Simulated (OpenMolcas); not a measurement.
## Computed transition rates of Zr2+

```yaml
Program: OpenMolcas
Method: "MS-CASPT2, IPEA 0.25 Eh, imaginary shift 0.1 Eh (closed shells correlated: 4s 4p)"
Basis: ANO-RCC-VQZP [8s7p5d3f2g1h]
Scalar_Hamiltonian: DKH2, point nucleus
Active_space: 2 electrons in 6 orbitals (4d 5s)
State_averaging: 2S+1 = 3 even, 15 roots; 2S+1 = 1 even, 21 roots kept (CI in the orbitals of an earlier block)
Spin-orbit_coupling: state interaction with AMFI integrals over the reference wave functions, term energies averaged over their components
```

Rates come from the transition moments of the reference wave functions (E1 and E2 in the length form). At fixed line strength A goes as λ^-3 for E1 and M1 and as λ^-5 for E2, so a rate at the computed wavelength can be rescaled to the measured one. Measured vacuum wavelengths follow from level energies in Moore, Atomic Energy Levels, vol. II, NSRDS-NBS 35 (1971 reprint of NBS Circular 467, 1952); NIST levels as listed in Rynkun, Gaigalas and Jonsson, Astron. Astrophys. 637, A10 (2020). Branching counts decays inside the model space alone, at computed energies, and the table is only a selection of the E2 and M1 lines, drawn from those between levels with measured partners whose computed energy lies within a factor of 1.5 of the measured one.

| Upper | Lower | Type | λ computed (nm) | λ measured (nm) | A computed (s-1) | A rescaled (s-1) | Branching % |
| --- | --- | --- | --- | --- | --- | --- | --- |
| 4d2 3F3 | 4d2 3F2 | M1 | 14030 | 14680 | 9.22e-03 | 8.05e-03 | 100.0 |
| 4d2 3F4 | 4d2 3F3 | M1 | 12040 | 12420 | 1.16e-02 | 1.06e-02 | 100.0 |
| 4d2 3P1 | 4d2 1D2 | M1 | 2893 | 3870 | 2.10e-02 |  | 30.7 |
| 4d2 3P2 | 4d2 1D2 | M1 | 2519 | 3229 | 5.67e-02 |  | 57.9 |
| 4d2 1D2 | 4d2 3F3 | M1 | 2128 | 1976 | 5.12e-02 |  | 56.2 |
| 4d2 1D2 | 4d2 3F2 | M1 | 1848 | 1742 | 3.97e-02 |  | 43.6 |
| 4d2 3P2 | 4d2 3F4 | E2 | 1276 | 1360 | 2.47e-02 | 1.80e-02 | 25.2 |
| 4d2 3P1 | 4d2 3F3 | E2 | 1226 | 1308 | 2.66e-02 | 1.92e-02 | 38.8 |
| 4d2 3P0 | 4d2 3F2 | E2 | 1165 | 1240 | 5.25e-02 | 3.84e-02 | 100.0 |
| 4d2 3P2 | 4d2 3F3 | E2 | 1154 | 1226 | 1.06e-02 | 7.83e-03 | 10.8 |
| 4d2 3P2 | 4d2 3F3 | M1 | 1154 | 1226 | 2.38e-03 |  | 2.4 |
| 4d2 3P1 | 4d2 3F2 | E2 | 1128 | 1201 | 1.96e-02 | 1.43e-02 | 28.5 |
| 4d2 1G4 | 4d2 3F4 | M1 | 1049 | 1046 | 5.82e-02 |  | 56.2 |
| 4d2 1G4 | 4d2 3F3 | M1 | 965.4 | 964.5 | 4.50e-02 |  | 43.4 |
| 4d 5s 1D2 | 4d2 1G4 | E2 | 717.1 | 713.4 | 1.61e+00 | 1.65e+00 | 46.9 |
| 4d2 1S0 | 4d2 3P1 | M1 | 691.2 | 638.8 | 7.66e-01 |  | 17.1 |
| 4d2 1S0 | 4d2 1D2 | E2 | 557.9 | 548.3 | 3.61e+00 | 3.94e+00 | 80.5 |
| 4d 5s 3D2 | 4d2 3F4 | E2 | 557.5 | 577.5 | 8.43e-01 | 7.07e-01 | 16.5 |
| 4d 5s 3D1 | 4d2 3F3 | E2 | 543.9 | 564.4 | 1.48e+00 | 1.23e+00 | 28.9 |
| 4d 5s 3D2 | 4d2 3F3 | E2 | 532.8 | 551.8 | 2.44e+00 | 2.05e+00 | 47.7 |
| 4d 5s 3D1 | 4d2 3F2 | E2 | 523.6 | 543.5 | 3.50e+00 | 2.90e+00 | 68.6 |
| 4d 5s 3D2 | 4d2 3F2 | E2 | 513.3 | 531.8 | 1.71e+00 | 1.43e+00 | 33.5 |
| 4d 5s 1D2 | 4d2 1D2 | E2 | 510.1 | 517.5 | 1.60e+00 | 1.49e+00 | 46.4 |
| 5s2 1S0 | 4d 5s 1D2 | E2 | 391 | 426.6 | 9.61e+01 | 6.22e+01 | 78.1 |
| 5s2 1S0 | 4d2 1D2 | E2 | 221.3 | 233.8 | 2.39e+01 | 1.82e+01 | 19.4 |

Spin-changing lines and M1 lines between different terms are not rescaled, since their strength hangs on the term gaps too.

The largest correction is for 5s2 1S0 → 4d 5s 1D2 (E2): 9.61e+01 × (391 / 426.6)^5 = 6.22e+01 s-1, a factor of 0.65.

The computed rate and branching of 4d2 3F3 → 4d2 3F2 give the upper level a radiative lifetime of 1.000 / 9.22e-03 s-1 = 1.08e+02 s, counting decays inside the model space alone. The rescaled rate gives about 1.2e+02 s.

These are rates of the free ion; in crystals, glasses and complexes forced electric-dipole and non-radiative decay shorten such lifetimes by orders of magnitude. No measured rate stands beside these. Rescaling mends the energy factor alone: line strengths can still be far off where a level mixes with configurations outside the active space, and weak or spin-changing lines hang on small mixing coefficients that depend on the term gaps too, so rescaling need not improve them.

Term energies are means over components that CASPT2 splits; among the terms shown or strongly mixed into the levels shown the widest spread is 740 cm-1 (4d2 1G). Terms from blocks run as CI alone lack orbitals of their own. A single d shell beside an s shell can misplace configurations of different d count against each other. Computed and measured levels are paired by configuration, term and J; levels that our copy of the source lacks, or whose pairing is in doubt (as where it misses far off the trend of its configuration), stay unpaired. Levels of configurations outside the active space are missing.
